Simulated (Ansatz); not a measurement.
`F[B](Cl)[GeH3]`, relaxed with RKS PBE0-D4/def2-TZVP in the Gaussian-basis code of Ansatz from a PBE-D4/def2-SVP geometry. The force threshold is 0.005 eV/Å; the program also tests the step.

The species carries charge 0 and has multiplicity 1.

Start:

```xyz
7

F     0.701    2.118    0.248
B    -0.083    1.079    0.508
Cl   -1.361    1.309    1.705
Ge    0.155   -0.757   -0.439
H     1.330   -0.756   -1.450
H    -1.150   -1.130   -1.191
H     0.408   -1.863    0.619
```

```json
{"step": "1", "energy (eV)": "-72472.3475", "largest force (eV/Å)": "0.570", "largest move (Å)": "0.000"}
{"step": "2", "energy (eV)": "-72472.3594", "largest force (eV/Å)": "0.206", "largest move (Å)": "0.023"}
{"step": "3", "energy (eV)": "-72472.3605", "largest force (eV/Å)": "0.054", "largest move (Å)": "0.008"}
{"step": "4 (rejected)", "energy (eV)": "-72472.3605", "largest force (eV/Å)": "0.044", "largest move (Å)": "0.002"}
{"step": "5", "energy (eV)": "-72472.3606", "largest force (eV/Å)": "0.039", "largest move (Å)": "0.001"}
{"step": "6", "energy (eV)": "-72472.3606", "largest force (eV/Å)": "0.003", "largest move (Å)": "0.003"}
```

End:

```xyz
7

F     0.695    2.094    0.244
B    -0.085    1.069    0.505
Cl   -1.350    1.309    1.695
Ge    0.153   -0.763   -0.439
H     1.320   -0.740   -1.436
H    -1.142   -1.120   -1.185
H     0.410   -1.849    0.616
```

Hardware: 2 threads of a server CPU on a shared host. Wall time 22 s, peak host memory 0.43 GiB.
